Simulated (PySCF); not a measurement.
# Reading the logs of faulty runs: CFH6Si2

All numbers below are calculated, not measured. The program is PySCF 2.14.0, an open-source quantum chemistry code, run on an isolated molecule that a program drew, which may never have been made. The molecule is CFH6Si2 (charge 0, doublet), drawn as the SMILES string `F[SiH]C[SiH3]`.

Each row is a Hartree-Fock (HF) and frozen-core CCSD(T) single point in the cc-pV(D+d)Z basis, meant for a local HF minimum. Run 1 is clean. Each other run has one planted mistake out of seven kinds, and not every kind appears here: one electron removed, one electron added, multiplicity raised by two, geometry at a saddle point, minimal basis STO-3G, one bond length entered in bohr, all coordinates scaled. The reference is restricted for singlets and unrestricted otherwise, and also for a bond in bohr. Adding or removing an electron swaps singlet and doublet. Electrons count all cores. HOMO and LUMO are orbital energies over both spins, the gradient is its largest component, and the lowest frequency (negative if imaginary) is given only where the gradient is small. Bond lengths are over the 9 bonds as drawn. T1 is the CCSD diagnostic: over 0.02 (restricted) or 0.045 (unrestricted) a single reference is doubtful.

Geometry of the clean run:
```xyz
10
CFH6Si2, angstrom
F    -1.3100   -1.1174    1.3925
Si    0.0564   -0.3732    0.9213
C     0.0869   -0.3237   -0.9491
Si   -0.3856   -1.9320   -1.8319
H     1.1839   -1.1713    1.4581
H     1.1047   -0.0445   -1.2483
H    -0.5764    0.4703   -1.3088
H     0.3970   -3.0644   -1.2835
H    -0.0890   -1.8098   -3.2792
H    -1.8277   -2.2095   -1.6611
```

| run | electrons | basis functions | <S^2> | HOMO (eV) | LUMO (eV) | gradient (hartree/bohr) | lowest frequency (cm^-1) | mean bond (Å) | longest bond (Å) | T1 | HF (hartree) | CCSD(T) (hartree) | mistake |
|---|---|---|---|---|---|---|---|---|---|---|---|---|---|
| 1 | 49 | 104 | 0.753 | -9.17 | 1.57 | 1.6e-05 | 53 | 1.5010 | 1.895 | 0.0130 | -718.70351 | -719.28268 | no fault |
| 2 | 49 | 104 | 1.552 | -8.48 | 1.00 | 1.2e-02 | - | 1.6475 | 2.801 | 0.0497 | -718.58873 | -719.16113 | one bond length entered in bohr |
| 3 | 50 | 104 | 0.000 | -0.38 | 8.13 | 9.3e-02 | - | 1.5010 | 1.895 | 0.0127 | -718.67916 | -719.28782 | one electron added |
| 4 | 49 | 104 | 3.766 | -3.34 | -3.21 | 1.2e-01 | - | 1.5010 | 1.895 | 0.0432 | -718.40324 | -718.98668 | ? |
| 5 | 49 | 34 | 0.752 | -6.07 | 6.03 | 3.0e-02 | - | 1.5010 | 1.895 | 0.0115 | -710.12788 | -710.31925 | ? |

**Which mistake was planted in run 4, and what did it cost?**

Electrons, basis and geometry are unchanged, and <S^2> is 3.766, beside S(S+1) = 3.75 for a multiplicity of 4. So the mistake is: multiplicity raised by two. Subtracting run 1 and multiplying by 627.51 kcal/mol a hartree, the energy moved by 188.4 kcal/mol in HF and 185.7 kcal/mol in CCSD(T).

**Which mistake was planted in run 5, and what did it cost?**

It has 34 basis functions where the clean run has 104, with the same electrons and geometry. So the mistake is: minimal basis STO-3G. Subtracting run 1 and multiplying by 627.51 kcal/mol a hartree, the energy moved by 5381.3 kcal/mol in HF and 5624.6 kcal/mol in CCSD(T).

Cautions from the logs. Run 2: T1 is over the limit, so its CCSD(T) energy is less reliable.
